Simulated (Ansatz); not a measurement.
Computed with Ansatz on PBE0-D4/def2-TZVP structures; ΔE is electronic, products minus reactants. CCSD(T)/CBS is the MP2 limit (def2-TZVPP, def2-QZVPP) plus CCSD(T) − MP2 in def2-TZVPP, frozen cores. This one scheme is used for every species. DFT in def2-TZVPP. B3LYP here is the variant with VWN-RPA as its local correlation; programs differ in this. One conformer a species, not always the lowest.

Reaction (cleavage of the Al–Si bond): `[NH2][Al]([OH])[SiH2]Cl` + CH₃NH₂ → `C[NH][Al]([NH2])[OH]` + `[SiH3]Cl`

`[NH2][Al]([OH])[SiH2]Cl`:

Cartesian coordinates in Å:
```
N 1.303 1.366 -0.055
Al 0.618 -0.252 -0.196
O 1.500 -1.620 -0.666
Si -1.751 -0.537 0.316
Cl -2.480 1.333 0.876
H 2.253 1.648 -0.231
H 0.749 2.159 0.229
H 2.427 -1.650 -0.893
H -2.584 -0.989 -0.831
H -2.035 -1.458 1.450
```

CH₃NH₂:

```xyz
7

C     0.039    0.179    0.538
N    -0.335   -0.102   -0.838
H     0.974   -0.291    0.877
H    -0.760   -0.152    1.205
H     0.140    1.258    0.673
H    -0.445   -1.098   -0.981
H     0.388    0.206   -1.474
```

`C[NH][Al]([NH2])[OH]`:

Z-matrix (Å, degrees):
```
C
N 1 1.446
H 1 1.093 2 110.1
H 1 1.097 2 112.6 3 -119.0
H 1 1.097 2 112.7 3 119.0
Al 2 1.770 1 128.0 3 -0.3
H 2 1.008 1 111.8 3 179.8
O 6 1.698 2 122.1 1 179.8
N 6 1.763 2 121.2 1 -0.2
H 8 0.954 6 124.7 2 -0.5
H 9 1.005 6 126.3 2 -0.4
H 9 1.006 6 123.3 2 179.8
```

`[SiH3]Cl`:

Z-matrix (Å, degrees):
```
Si
Cl 1 2.054
H 1 1.481 2 108.5
H 1 1.481 2 108.5 3 -120.0
H 1 1.481 2 108.5 3 120.0
```

| level | ΔE (kJ/mol) |
| --- | --- |
| PBE-D4 | -51.0 |
| PBE0-D4 | -56.7 |
| ωB97M-V | -74.4 |
| B3LYP | -70.1 |
| SCS-MP2/def2-TZVPP | -81.4 |
| HF/def2-QZVPP | -84.5 |
| MP2/def2-QZVPP | -81.1 |
| MP2/CBS(def2) | -80.3 |

Q: What does CCSD(T)/CBS give? (Best estimate.)

A: The calculation gave: -72.2 kJ/mol. The listed levels differ from it by 21.2, 15.5, -2.2, 2.1, -9.2, -12.3, -8.9, -8.1 kJ/mol.

Largest T1 diagnostic among the species: 0.011.

From PBE to PBE0 (25 % exact exchange), in def2-TZVPP and without D4, ΔE moves by −6.0 kJ/mol.
